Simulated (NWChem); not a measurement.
System: BCl$_{2}$, doublet; SMILES Cl[B]Cl

Computed with NWChem. Spin-unrestricted. Medium grid unless said otherwise, to which SCAN and Minnesota functionals are sensitive. In the optimisation the excess spin sits in a1 (C2v, its own frame). The geometry was optimised at PBE0/def2-SVP, spin-unrestricted. No stability test was run on the SCF state.

Task: Estimate the computed values for M06-2X/def2-SVP. Quantities: highest occupied level (eV); lowest empty minus highest occupied level, either spin (eV); dipole (D); <S²>.

Result: 
```yaml
highest occupied level (eV): -7.37
lowest empty minus highest occupied level, either spin (eV): 6.12
dipole (D): 0.26
"<S²>": 0.754
```
